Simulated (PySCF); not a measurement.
Work out the structure from these simulated measurements.

Formula: C6H17NSi.

| Quantity | Value |
| --- | --- |
| Triplet | lowest triplet excitation (Tamm–Dancoff): 5.29 eV [TDA B3LYP/def2-SVPD] |
| Polarisability | 110.8 au [B3LYP/def2-SVPD] |
| 13C NMR | chemical shifts (computed TMS as zero) by class: 42.8 (2 C), 16.3 (2 C), -1.5 (2 C) ppm [GIAO B3LYP/pcSseg-1] |
| XPS | Si2p3/2 106.0, C1s 289.9 (×2), C1s 290.3 (×2), C1s 291.1 (×2), N1s 403.6, Si1s 1845.9 eV [ΔSCF SCAN, pcX-2 on the ionised atom, pcseg-1 elsewhere, spin-free X2C, 2p3/2 from a spin–orbit splitting computed afterwards within the 2p shell] |
| UV, strongest line | among the 10 lowest singlet transitions: S7 at 6.73 eV (184 nm, f = 0.083) [TDDFT B3LYP/def2-SVPD] |
| Rotational structure | rotational constants A, B, C: 1.722, 1.398, 0.879 GHz [PBE0-D3(BJ)/def2-SVP] |

Electronic properties: PySCF, gas phase, density fitting. Levels stand in brackets. Isolated species at its PBE0-D3(BJ)/def2-SVP geometry (one conformer only). Each NMR value is the plain mean over a class of atoms that symmetry, rotation or inversion makes alike.

Problem. What is the compound? Reason from the data.

Solution. 6 carbons fall into 3 classes; from least to most shielded: carbon bonded to C, N and 2 H (42.8 ppm, 2 C), carbon bonded to C and 3 H (16.3 ppm, 2 C), carbon bonded to Si and 3 H (-1.5 ppm, 2 C, up to 2.8 ppm apart in this geometry). The core levels belong to: Si2p3/2 106.0 eV, silicon bonded to 2 C, N and H; C1s 289.9 eV, carbon bonded to Si and 3 H; C1s 290.3 eV, carbon bonded to C and 3 H; C1s 291.1 eV, carbon bonded to C, N and 2 H; N1s 403.6 eV, nitrogen bonded to 2 C and Si; Si1s 1845.9 eV, silicon bonded to 2 C, N and H. One atom of each topological class was ionised and stands for its class. The optimised geometry has point group C1 and is an asymmetric top. Structure: SiHMe2(NEt2), `CCN(CC)[SiH](C)C`. Computed isomers that give other values at the same levels: `CC(C)N([SiH3])C(C)C` (smallest rotational constant: 1.119 GHz; this holds for the one conformer computed); `CN([SiH3])CC(C)(C)C` (rotational constant A: 2.487 GHz; this holds for the one conformer computed); `[H][Si](C)(C)NC(C)(C)C` (13C chemical shifts (computed TMS as zero) by class: 50.7 (1 C), 35.0 (3 C), 0.7 (2 C) ppm). The assignments are read from this structure; whether some other isomer fits the data as well wasn't checked.
